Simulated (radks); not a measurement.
All-electron atom: Pb5+ in [Xe] 4f14 5d9. Calculated with a radial shooting solver on a logarithmic mesh with Libxc functionals: Dirac Kohn-Sham, PBE, spin-unpolarised, spherical densities, point nucleus; open shells fill j = l - 1/2 first.

Normalised radial functions P(r) = r R(r) (large component), r in bohr:

| r | 4f5/2 | 5p3/2 | 5d5/2 |
|---|---|---|---|
| 0.0006118 | 0.0000 | 0.0007 | 0.0000 |
| 0.0007009 | 0.0000 | 0.0009 | 0.0000 |
| 0.0008095 | 0.0000 | 0.0012 | 0.0000 |
| 0.0009274 | 0.0000 | 0.0015 | 0.0000 |
| 0.001071 | 0.0000 | 0.0020 | 0.0000 |
| 0.001227 | 0.0000 | 0.0025 | 0.0000 |
| 0.001417 | 0.0000 | 0.0033 | 0.0000 |
| 0.001624 | 0.0000 | 0.0043 | 0.0000 |
| 0.001875 | 0.0000 | 0.0055 | 0.0000 |
| 0.002148 | 0.0000 | 0.0071 | 0.0001 |
| 0.002481 | 0.0000 | 0.0092 | 0.0001 |
| 0.002842 | 0.0000 | 0.0118 | 0.0001 |
| 0.003283 | 0.0000 | 0.0152 | 0.0002 |
| 0.003761 | 0.0000 | 0.0193 | 0.0003 |
| 0.004309 | 0.0000 | 0.0245 | 0.0004 |
| 0.004976 | 0.0000 | 0.0313 | 0.0007 |
| 0.005701 | 0.0000 | 0.0394 | 0.0010 |
| 0.006584 | 0.0000 | 0.0499 | 0.0015 |
| 0.007543 | 0.0001 | 0.0621 | 0.0021 |
| 0.008711 | 0.0001 | 0.0778 | 0.0032 |
| 0.009981 | 0.0002 | 0.0955 | 0.0046 |
| 0.01153 | 0.0003 | 0.1175 | 0.0067 |
| 0.01321 | 0.0005 | 0.1415 | 0.0095 |
| 0.01525 | 0.0009 | 0.1701 | 0.0138 |
| 0.01747 | 0.0015 | 0.1995 | 0.0194 |
| 0.02018 | 0.0024 | 0.2321 | 0.0275 |
| 0.02312 | 0.0038 | 0.2623 | 0.0380 |
| 0.02649 | 0.0061 | 0.2894 | 0.0519 |
| 0.03059 | 0.0098 | 0.3107 | 0.0711 |
| 0.03505 | 0.0153 | 0.3193 | 0.0944 |
| 0.04047 | 0.0242 | 0.3104 | 0.1250 |
| 0.04637 | 0.0370 | 0.2797 | 0.1596 |
| 0.05355 | 0.0572 | 0.2188 | 0.2017 |
| 0.06135 | 0.0850 | 0.1326 | 0.2446 |
| 0.07085 | 0.1270 | 0.0134 | 0.2895 |
| 0.08118 | 0.1823 | -0.1172 | 0.3258 |
| 0.09375 | 0.2614 | -0.2579 | 0.3499 |
| 0.1074 | 0.3592 | -0.3707 | 0.3500 |
| 0.1231 | 0.4814 | -0.4382 | 0.3193 |
| 0.1421 | 0.6374 | -0.4335 | 0.2459 |
| 0.1628 | 0.8059 | -0.3410 | 0.1358 |
| 0.188 | 0.9971 | -0.1511 | -0.0174 |
| 0.2154 | 1.1762 | 0.0903 | -0.1810 |
| 0.2488 | 1.3449 | 0.3591 | -0.3472 |
| 0.285 | 1.4650 | 0.5617 | -0.4663 |
| 0.3292 | 1.5312 | 0.6544 | -0.5192 |
| 0.3771 | 1.5245 | 0.5855 | -0.4780 |
| 0.4356 | 1.4424 | 0.3431 | -0.3316 |
| 0.499 | 1.3026 | -0.0079 | -0.1094 |
| 0.5763 | 1.1066 | -0.4323 | 0.1817 |
| 0.6603 | 0.8983 | -0.7997 | 0.4677 |
| 0.7564 | 0.6892 | -1.0643 | 0.7220 |
| 0.8736 | 0.4872 | -1.1876 | 0.9175 |
| 1.001 | 0.3278 | -1.1526 | 1.0100 |
| 1.156 | 0.1989 | -0.9902 | 1.0061 |
| 1.324 | 0.1142 | -0.7719 | 0.9198 |
| 1.529 | 0.0575 | -0.5307 | 0.7679 |
| 1.752 | 0.0271 | -0.3339 | 0.5970 |
| 2.024 | 0.0107 | -0.1806 | 0.4179 |
| 2.318 | 0.0039 | -0.0889 | 0.2721 |
| 2.677 | 0.0011 | -0.0360 | 0.1546 |
| 3.068 | 0.0003 | -0.0130 | 0.0802 |
| 3.543 | 0.0001 | -0.0036 | 0.0344 |
| 4.059 | 0.0000 | -0.0009 | 0.0132 |

4f5/2: eigenvalue -195.13 eV, 0 radial nodes, <r> = 0.450 bohr, 90 % of the charge inside 0.715 bohr. 5p3/2: eigenvalue -138.40 eV, 3 radial nodes at r = 0.0719, 0.205, 0.498 bohr, <r> = 0.994 bohr, 90 % of the charge inside 1.43 bohr. 5d5/2: eigenvalue -76.790 eV, 2 radial nodes at r = 0.185, 0.528 bohr, <r> = 1.24 bohr, 90 % of the charge inside 1.84 bohr.
